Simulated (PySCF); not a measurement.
Match the calculated data to a structure.

All candidates are C3H5Cl3OSi.

| technique | computed result |
| --- | --- |
| Dipole | 1.98 D [B3LYP/def2-SVPD] |
| 13C NMR | chemical shifts (computed TMS as zero) by class: 244.2 (1 C), 123.1 (1 C), 45.6 (1 C) ppm [GIAO PBE0/pcSseg-1] |
| Triplet | lowest triplet excitation (Tamm–Dancoff): 2.58 eV [TDA B3LYP/def2-SVPD] |
| Rotational structure | rotational constants A, B, C: 1.494, 0.571, 0.545 GHz [GFN2-xTB] |
| 1H NMR | chemical shifts (computed TMS as zero) by class: 12.30 (1 H), 4.76 (2 H), 2.70 (2 H) ppm [GIAO PBE0/pcSseg-1] |
| UV, strongest line | among the 8 lowest singlet transitions: S8 at 6.23 eV (199 nm, f = 0.038) [TDDFT B3LYP/def2-SVPD] |

Gas-phase values; electronic properties from PySCF, density fitting. Levels stand in brackets. The structure is a single GFN2-xTB conformer in the gas phase; no vibrational or solvent corrections. NMR classes are plain means over equivalent atoms (diastereotopic ones count apart unless rotation or inversion swaps them), as if these changed places fast.

Task: Which candidate is it?
A. `O=C[SiH2]CC(Cl)(Cl)Cl`
B. `O=C([SiH3])CC(Cl)(Cl)Cl`
C. `[SiH3]O/C(=C/Cl)C(Cl)Cl`

Result: A. It is `O=C[SiH2]CC(Cl)(Cl)Cl`. Numbering: `[O:1]=[CH:2][SiH2:3][CH2:4][C:5]([Cl:6])([Cl:7])[Cl:8]`. Its formula, C3H5Cl3OSi, gives 1 degree of unsaturation: 0 rings and 1 π bond in the structure found. 3 carbons fall into 3 classes; from least to most shielded: carbonyl carbon [C2] (244.2 ppm), CCl3 carbon [C5] (123.1 ppm), sp3 carbon bound to silicon [C4] (45.6 ppm). Hydrogen classes from least to most shielded: 1 H on a carbonyl carbon, C2 (12.30 ppm), 2 H on an SiH2 silicon, Si3 (4.76 ppm), 2 H on an sp3 carbon bound to silicon, C4 (2.70 ppm). The optimised geometry has point group C1 and is an asymmetric top. NMR values of atoms bound to several Cl lack the spin–orbit term that these neighbours bring.

The others, at the same levels:
- `O=C([SiH3])CC(Cl)(Cl)Cl` fails: its computed 13C shifts are 239.2 (1 C), 118.8 (1 C), 77.2 (1 C) ppm, 1H shifts are 4.28 (3 H), 3.60 (2 H) ppm and strongest line among the 8 lowest singlet transitions is S5 at 5.83 eV (213 nm, f = 0.033) (against S8 at 6.23 eV).
- `[SiH3]O/C(=C/Cl)C(Cl)Cl` fails: its computed 13C shifts are 156.0 (1 C), 114.3 (1 C), 78.2 (1 C) ppm, 1H shifts are 7.19 (1 H), 5.76 (1 H), 5.31 (3 H) ppm and lowest triplet excitation (Tamm–Dancoff) is 3.56 eV (against 2.58 eV).

Each candidate is one conformer, not necessarily the lowest. Dipoles, sizes and rotational constants follow the conformer. The torsions of the flexible species, by atom-mapped SMILES:
- `[O:1]=[CH:2][SiH2:3][CH2:4][C:5]([Cl:6])([Cl:7])[Cl:8]`: O1–C2–Si3–C4 2°, C2–Si3–C4–C5 -172°, Si3–C4–C5–Cl6 -57°
- `[O:1]=[C:2]([SiH3:3])[CH2:4][C:5]([Cl:6])([Cl:7])[Cl:8]`: O1–C2–C4–C5 114°, C2–C4–C5–Cl6 69°
- `[SiH3:1][O:2]/[C:3](=[CH:4]/[Cl:5])[CH:6]([Cl:7])[Cl:8]`: Si1–O2–C3–C4 -155°, O2–C3–C6–Cl7 61°
